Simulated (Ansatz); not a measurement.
Ansatz (a program for electronic structure) input (PBE0/def2-SVP):

Ansatz 0.2 input:
```yaml
crystal:
  periodic: [false, false, false]
  atoms:
    - {symbol: Cl, position_ang: [-0.04437157, -1.69641557, 0.34948186]}
    - {symbol: Si, position_ang: [-0.52029828, 0.06651973, -0.60843415]}
    - {symbol: Cl, position_ang: [0.47564959, 1.64401686, 0.26999675]}
    - {symbol: H, position_ang: [-0.04755029, -0.04049805, -2.01305818]}
basis:
  gaussian:
    orbitals: def2-SVP
hamiltonian:
  xc: {name: PBE0}
magnetization: {spin_polarized: true, initial_magnetization: 1}
```

Output:

```
Functional definition: PBE0
integrals: 0.01 GiB planned
538 factors; integrals over basis functions are off by at most 1.0e-3 eV
mean field: 0.26 GiB planned
mean field evaluation 1: about -32918.1104 eV, gradient 7.8e0 eV
mean field evaluation 2: about -32918.2028 eV, gradient 7.2e0 eV
mean field evaluation 4: about -32918.4962 eV, gradient 2.7e-1 eV
mean field evaluation 8: about -32918.5225 eV, gradient 2.4e-2 eV
mean field evaluation 16: about -32918.5225 eV, gradient 3.3e-5 eV
mean field -32918.52253712 eV, -1209.7333902632 hartree, gradient 3.2e-5 eV, S^2 0.751804; 0 other end points of the search recorded, 0 dependent functions left out
reference -32918.52255631 eV, -1209.7333909685 hartree; 25, 24 occupied and 34, 35 virtual orbitals, 538 factors
Total energy: -32918.52255631 eV, -1209.7333909685 hartree
```

It need not be the lowest isomer of its formula.
